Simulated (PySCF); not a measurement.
Ligands exchanged one at a time, Ga CH3-H. All species are isolated molecules in the gas phase. Strings in code marks are SMILES.

The T1 excitation (TDA) from two functionals at the same geometries (B3LYP-D3(BJ)/def2-TZVP), both in PySCF: PBE-D3(BJ)/def2-TZVP and ωB97X-D3(BJ)/def2-TZVP. Excitations are Tamm–Dancoff values on a coarser integration grid. The basis has no diffuse functions, so Rydberg states are missing or too high.

```csv
species,ωB97X-D3(BJ)/def2-TZVP (eV)
0 of 3 CH3 replaced by H (`[CH3][Ga]([CH3])[CH3]`),5.36
1 of 3 CH3 replaced by H,5.16
2 of 3 CH3 replaced by H (`[CH3][GaH2]`),5.04
```

Task: What does PBE-D3(BJ)/def2-TZVP give for each?

Result: 
- 0 of 3 CH3 replaced by H (`[CH3][Ga]([CH3])[CH3]`): 4.65
- 1 of 3 CH3 replaced by H: 4.47
- 2 of 3 CH3 replaced by H (`[CH3][GaH2]`): 4.36
Over these rows, drawn at random from the members with no instability flagged (it was tested for open shells, ions and some series alone), PBE minus ωB97X-D3(BJ): mean -0.69 eV, from -0.71 eV to -0.68 eV.
